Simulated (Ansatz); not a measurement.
# Molecular dynamics of Li

The input (input.yaml):

```yaml
accuracy: low
crystal:
  lattice:
    - [6.98, 0.0, 0.0]
    - [0.0, 6.98, 0.0]
    - [0.0, 0.0, 6.98]
  atoms:
    - { symbol: Li, position: [-0.00066284, 0.00968729, 0.01468207] }
    - { symbol: Li, position: [0.46855626, 0.01121212, 0.02934951] }
    - { symbol: Li, position: [-0.01485472, 0.47727712, 0.04038871] }
    - { symbol: Li, position: [-0.0003001, 0.00992027, 0.49322798] }
    - { symbol: Li, position: [0.26876631, 0.29396134, 0.23348995] }
    - { symbol: Li, position: [0.52352892, 0.52756029, -0.00832784] }
    - { symbol: Li, position: [0.4073652, 0.01747029, 0.44289595] }
    - { symbol: Li, position: [0.72465254, 0.24274346, 0.26952354] }
    - { symbol: Li, position: [0.0065835, 0.48117724, 0.47742324] }
    - { symbol: Li, position: [0.23827799, 0.73230558, 0.23815818] }
    - { symbol: Li, position: [0.24971808, 0.26919813, 0.75709874] }
    - { symbol: Li, position: [0.51194109, 0.5231647, 0.51407526] }
    - { symbol: Li, position: [0.74041425, 0.76643105, 0.26608433] }
    - { symbol: Li, position: [0.76547344, 0.27425473, 0.75664992] }
    - { symbol: Li, position: [0.25063753, 0.74299972, 0.75675527] }
    - { symbol: Li, position: [0.85692002, 0.68397885, 0.76213037] }
    - { symbol: Li, position: [0.62487583, -0.06785738, 0.70359292] }
basis:
  ecutwfc: 420.0
kpoints:
  mp_grid: { grid: [2, 2, 2] }
hamiltonian:
  xc: pbe
  dispersion: d3bj
scf:
  occupations: { method: fermi_dirac, width: 0.1 }
  lower_state_search: "off"
  max_iter: 52
md:
  timestep: 1
  n_steps: 200
  ensemble: nvt_langevin
  temperature: 1200.0
  initial_velocities: maxwell_boltzmann
  seed: 223760
  friction: 1.0
```

Run as:

```bash
$ ansatz run input.yaml --threads 1 --pin off --max-ram 3072MiB --backend cpu --events-out ev --progress --plain --runs-dir out
```

It starts from a partly relaxed structure (largest force component 0.06 eV/Å).

Output, in part (step lines):

```
md step     0: t =     0.00 fs  T =  1129.4 K  F+E_penalty+E_count = -3481.79157176 eV  E_kin = 2.481792 eV  (7 SCF iters)
md step     1: t =     1.00 fs  T =  1273.0 K  F+E_penalty+E_count = -3481.78904575 eV  E_kin = 2.797257 eV  (6 SCF iters)
md step     2: t =     2.00 fs  T =  1120.9 K  F+E_penalty+E_count = -3481.78138617 eV  E_kin = 2.463003 eV  (6 SCF iters)
md step     3: t =     3.00 fs  T =  1334.4 K  F+E_penalty+E_count = -3481.77375126 eV  E_kin = 2.932282 eV  (6 SCF iters)
md step     4: t =     4.00 fs  T =  1071.7 K  F+E_penalty+E_count = -3481.76890665 eV  E_kin = 2.355039 eV  (6 SCF iters)
md step     5: t =     5.00 fs  T =  1023.3 K  F+E_penalty+E_count = -3481.76504114 eV  E_kin = 2.248625 eV  (6 SCF iters)
md step     6: t =     6.00 fs  T =  1408.4 K  F+E_penalty+E_count = -3481.75960347 eV  E_kin = 3.094933 eV  (6 SCF iters)
md step     7: t =     7.00 fs  T =  1156.2 K  F+E_penalty+E_count = -3481.75013830 eV  E_kin = 2.540652 eV  (6 SCF iters)
[... lines left out ...]
md step   199: t =   199.00 fs  T =   976.4 K  F+E_penalty+E_count = -3480.41551226 eV  E_kin = 2.145598 eV  (6 SCF iters)
md step   200: t =   200.00 fs  T =   788.9 K  F+E_penalty+E_count = -3480.41205256 eV  E_kin = 1.733467 eV  (6 SCF iters)
```

The steps, from the saved trajectory:

```json
{"time (fs)": "0.0", "T (K)": "1129", "potential energy less start (eV)": "0.000"}
{"time (fs)": "6.0", "T (K)": "1408", "potential energy less start (eV)": "0.032"}
{"time (fs)": "12.0", "T (K)": "1162", "potential energy less start (eV)": "0.079"}
{"time (fs)": "18.0", "T (K)": "1386", "potential energy less start (eV)": "0.157"}
{"time (fs)": "24.0", "T (K)": "1393", "potential energy less start (eV)": "0.208"}
{"time (fs)": "30.0", "T (K)": "1156", "potential energy less start (eV)": "0.259"}
{"time (fs)": "36.0", "T (K)": "1319", "potential energy less start (eV)": "0.311"}
{"time (fs)": "42.0", "T (K)": "915", "potential energy less start (eV)": "0.412"}
{"time (fs)": "48.0", "T (K)": "975", "potential energy less start (eV)": "0.466"}
{"time (fs)": "54.0", "T (K)": "1224", "potential energy less start (eV)": "0.586"}
{"time (fs)": "60.0", "T (K)": "839", "potential energy less start (eV)": "0.657"}
{"time (fs)": "66.0", "T (K)": "1357", "potential energy less start (eV)": "0.712"}
{"time (fs)": "72.0", "T (K)": "865", "potential energy less start (eV)": "0.795"}
{"time (fs)": "78.0", "T (K)": "1491", "potential energy less start (eV)": "0.784"}
{"time (fs)": "84.0", "T (K)": "1466", "potential energy less start (eV)": "0.741"}
{"time (fs)": "90.0", "T (K)": "1677", "potential energy less start (eV)": "0.677"}
{"time (fs)": "96.0", "T (K)": "1120", "potential energy less start (eV)": "0.638"}
{"time (fs)": "102.0", "T (K)": "1314", "potential energy less start (eV)": "0.667"}
{"time (fs)": "108.0", "T (K)": "1023", "potential energy less start (eV)": "0.806"}
{"time (fs)": "114.0", "T (K)": "1119", "potential energy less start (eV)": "0.795"}
{"time (fs)": "120.0", "T (K)": "1215", "potential energy less start (eV)": "0.717"}
{"time (fs)": "126.0", "T (K)": "748", "potential energy less start (eV)": "0.686"}
{"time (fs)": "132.0", "T (K)": "1311", "potential energy less start (eV)": "0.727"}
{"time (fs)": "138.0", "T (K)": "1127", "potential energy less start (eV)": "0.893"}
{"time (fs)": "144.0", "T (K)": "942", "potential energy less start (eV)": "0.787"}
{"time (fs)": "150.0", "T (K)": "1477", "potential energy less start (eV)": "0.904"}
{"time (fs)": "156.0", "T (K)": "904", "potential energy less start (eV)": "1.075"}
{"time (fs)": "162.0", "T (K)": "1242", "potential energy less start (eV)": "0.991"}
{"time (fs)": "168.0", "T (K)": "830", "potential energy less start (eV)": "1.099"}
{"time (fs)": "174.0", "T (K)": "1489", "potential energy less start (eV)": "1.241"}
{"time (fs)": "180.0", "T (K)": "1000", "potential energy less start (eV)": "1.182"}
{"time (fs)": "186.0", "T (K)": "1116", "potential energy less start (eV)": "1.362"}
{"time (fs)": "192.0", "T (K)": "1396", "potential energy less start (eV)": "1.473"}
{"time (fs)": "198.0", "T (K)": "922", "potential energy less start (eV)": "1.377"}
```

The run went to its last step. A run of 0.2 ps of so small a system gives no equilibrium averages. The friction is so strong that the motion is overdamped, so the time scale means little. Limits of this set-up: coarse k mesh, low accuracy level.

Mean squared displacements from the first frame to the last, about the centre of mass: Li 0.11 Å².

Last frame:

```xyz
17
Lattice="6.9800 0.0000 0.0000 0.0000 6.9800 0.0000 0.0000 0.0000 6.9800" Properties=species:S:1:pos:R:3
Li 0.730 -0.064 -0.057
Li 3.222 -0.085 0.064
Li -0.080 3.389 0.297
Li -0.203 -0.047 3.507
Li 2.088 2.190 1.475
Li 3.724 3.381 0.003
Li 2.927 -0.360 3.136
Li 4.969 1.755 1.580
Li 0.060 3.698 3.251
Li 1.835 5.399 1.935
Li 1.816 1.843 5.187
Li 3.562 3.525 3.735
Li 4.988 5.330 1.788
Li 5.391 1.733 5.411
Li 1.549 5.053 5.108
Li 5.858 4.655 5.660
Li 4.499 -0.498 4.872
```

The run took 10 min on 1 thread of Arm Neoverse V2, on a shared host, peak memory 0.53 GiB.
